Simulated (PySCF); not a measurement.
Si(H)2(OMe)(SiMe3), C4H14OSi2, SMILES CO[SiH2][Si](C)(C)C at its GFN2-xTB optimised geometry (Å):

```
21

Si    -0.3675    -0.9324     0.0000
O      1.2609    -0.9324     0.0000
C      2.1107    -2.0349     0.0000
Si    -0.7851     1.3392     0.0000
C     -0.0894     2.2314    -1.5462
C     -2.6777     1.5992     0.0031
C     -0.0839     2.2325     1.5431
H     -0.8560    -1.7153    -1.1527
H     -0.8562    -1.7153     1.1526
H      1.9476    -2.6511     0.8876
H      3.1405    -1.6750    -0.0024
H      1.9444    -2.6537    -0.8852
H      0.9868     2.1036    -1.6182
H     -0.2935     3.2989    -1.5245
H     -0.5264     1.8338    -2.4581
H     -3.1374     1.1518     0.8791
H     -2.9355     2.6537     0.0028
H     -3.1405     1.1505    -0.8706
H     -0.2858     3.3004     1.5201
H      0.9922     2.1026     1.6127
H     -0.5196     1.8373     2.4567
```

Level of theory: PBE0/def2-SVP (PySCF).

Map of the log10 of the electron density (e/bohr³), floored at −4 on the plane z = 1.0 Å:

```
|                             |
|                             |
|            .:..             |
|          .:-==-:            |
|      ....:=+*+=-:           |
|    .:--::-+*##*=-:          |
|   .:-===-=+#%%#+=-:         |
|   :-=+++=+*#%%%#*+-.        |
|  .:=+***++#%@@%%#+=:        |
|  .-+*###**#%@@%%#+=:        |
|  :=*#%%##*#%@%%#*+-.        |
|  :=*%@@#**##%#*++-:         |
|  .-+#%%****##*+=-:.         |
|  .:=+**+++****+==-:.        |
|   .:-====+****++++=-.       |
|    ..::-=+*##*****+=:..     |
|       .-=*####*###*=--:.    |
|       .-+*%%%#####*++==-.   |
|       .-+#@@%#****#**+=-.   |
|       .-+*%@%#++*#%#*+=-.   |
|        :=+*#*+==*%@%#+=:.   |
|        .:=+++=-=*%@%*=-.    |
|         .:---::-+###+-:     |
|           .....:=+++=:.     |
|                .:---:.      |
|                  ...        |
|                             |
|                             |
|                             |
```
Scale: ten equal steps from -4.00 (start of ' ') to -0.592 (end of '@'), in the order ' .:-=+*#%@'; x runs from -5.50 to 5.50, y from -5.50 (bottom) to 5.50 (top).
